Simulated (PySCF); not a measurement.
## Electronic structure of Br²⁺ (bromine, charge +2) at the UHF level

Configuration: [Ar] 3d10 4s2 4p3, high-spin 4S determinant. Calculation: PySCF 2.14, in def2-TZVP (6s5p4d1f, 48 functions); the non-relativistic Hamiltonian (point nucleus).

- Total energy: -2571.258062 hartree
- One-electron energy: -3552.0176 hartree
- Hartree (Coulomb) energy: 1069.8552 hartree
- Exchange energy: -89.0956 hartree
- Kinetic energy: 2571.20192 hartree
- ⟨S²⟩: 3.7506
- ⟨L²⟩: 0.000
- Sum of ⟨r⟩: 20.69 bohr
- Sum of ⟨r²⟩: 25.42 bohr²
- Density at the nucleus (Gaussians lack the cusp): 28800 bohr⁻³
- Spin density at the nucleus: -0.154 bohr⁻³
- Langevin diamagnetic susceptibility: -20.1 ×10⁻⁶ cm³/mol
- Time after the integrals: 0.12 s of wall time on 1 thread of Neoverse-V2 (shared host)

| shell | electrons | mean orbital energy (eV) | rms radius, mean of both spins (bohr) |
| --- | --- | --- | --- |
| 1s α | 1 | -13359.5 | 0.0505 |
| 1s β | 1 | -13359.1 | 0.0505 |
| 2s α | 1 | -1798.2 | 0.210 |
| 2s β | 1 | -1798.0 | 0.210 |
| 2p α | 3 | -1617.5 | 0.185 |
| 2p β | 3 | -1617.0 | 0.185 |
| 3s α | 1 | -292.81 | 0.598 |
| 3s β | 1 | -291.99 | 0.598 |
| 3p α | 3 | -227.74 | 0.612 |
| 3p β | 3 | -226.63 | 0.612 |
| 3d α | 5 | -111.62 | 0.646 |
| 3d β | 5 | -111.05 | 0.646 |
| 4s α | 1 | -52.038 | 1.76 |
| 4s β | 1 | -42.463 | 1.76 |
| 4p α | 3 | -35.158 | 1.98 |
